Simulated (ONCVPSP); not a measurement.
Configuration tests for Co (ONCV)

Co (Z = 27), optimised norm-conserving Vanderbilt (ONCV), made with ONCVPSP 4.0.1 (PBE, scalar-relativistic). Core [Ne], reference 3s2 3p6 3d7 4s2. Waves: 3s+4s: rc 1.55 bohr, ncon 3, nbas 6, qcut 6.1 1/bohr, 2 projectors; 3p: rc 0.90 bohr, ncon 3, nbas 6, qcut 10.5 1/bohr, 3 projectors, debl 1.2 Ha; 3d: rc 1.10 bohr, ncon 4, nbas 9, qcut 16.7 1/bohr, 3 projectors, debl 3.5 Ha. Local part: polynomial inside 0.65 bohr (lpopt 5, dvloc0 0 Ha). Core correction: Teter function fitted to the true core (icmod 2), fcfact 0.45.

In the p channel the program set the typed energies aside and used -2.412, 0.250, 1.450 Ha.

Energies are relative to the spin-unpolarised reference configuration 3s2 3p6 3d7 4s2; without spin polarisation the order of configurations can differ from experiment.

Question: Give the all-electron excitation energy and the error of the potential for: 3s2 3p6 3d7 4s1; 3s2 3p6 3d7 4s0; 3s2 3p6 3d6 4s0; 3s2 3p6 3d7 4s1 4p1.

Answer:

```json
{"valence configuration": "3s2 3p6 3d7 4s1", "charge": "+1", "ΔE all-electron (eV)": "9.031", "error AE − PS (meV)": "-0.3"}
{"valence configuration": "3s2 3p6 3d7 4s0", "charge": "+2", "ΔE all-electron (eV)": "25.816", "error AE − PS (meV)": "-0.3"}
{"valence configuration": "3s2 3p6 3d6 4s0", "charge": "+3", "ΔE all-electron (eV)": "61.686", "error AE − PS (meV)": "-11"}
{"valence configuration": "3s2 3p6 3d7 4s1 4p1", "charge": "0", "ΔE all-electron (eV)": "4.351", "error AE − PS (meV)": "-0.3"}
```

Levels in the configuration 3s2 3p6 3d7 4s0:

| level | all-electron (eV) | pseudo (eV) |
| --- | --- | --- |
| 3s | -121.480 | -121.488 |
| 3p | -84.732 | -84.732 |
| 3d | -27.064 | -27.075 |
